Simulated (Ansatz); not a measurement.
Program: Ansatz. Geometries: PBE0-D4/def2-TZVP. ΔE: electronic, gas phase. CCSD(T)/CBS adds triple-zeta CCSD(T) − MP2 to the extrapolated MP2 energy (def2 sets, frozen cores). This one scheme is used for every species. DFT in def2-TZVPP. B3LYP here is the variant with VWN-RPA as its local correlation; programs differ in this. For Ge outer-core shells are correlated without core-valence functions, which leaves a few kJ/mol of doubt a bond. Scalar relativity is left out up to krypton.

Consider the ligand exchange at a Ge–C bond: `F/C=[CH]/[GeH3]` + CH₃SH → `C[S][GeH3]` + `C=CF`.

**Question.** Is it downhill or uphill in electronic energy at CCSD(T)/CBS, and by how much? (Estimate.)

**Answer.** The calculation gave: Downhill: ΔE = -0.52 eV.

**Question.** What do these levels give: PBE0-D4, B3LYP-D4, ωB97X-V, ωB97M-V, r2SCAN, PBE0, B3LYP, MP2/def2-TZVPP, CCSD/def2-TZVPP, SCS-MP2/def2-QZVPP, HF/CBS(def2), CCSD/CBS(def2)? (Estimate.)

**Answer.** Ansatz gave: PBE0-D4 -0.56, B3LYP-D4 -0.56, ωB97X-V -0.52, ωB97M-V -0.53, r2SCAN -0.55, PBE0 -0.54, B3LYP -0.54, MP2/def2-TZVPP -0.50, CCSD/def2-TZVPP -0.49, SCS-MP2/def2-QZVPP -0.51, HF/CBS(def2) -0.55, CCSD/CBS(def2) -0.51 eV.

Largest T1 diagnostic among the species: 0.012.

In def2-TZVPP, CCSD(T) changes the Hartree–Fock value by +0.06 eV (the triples alone add −0.00 eV) and MP2 by +0.05 eV.
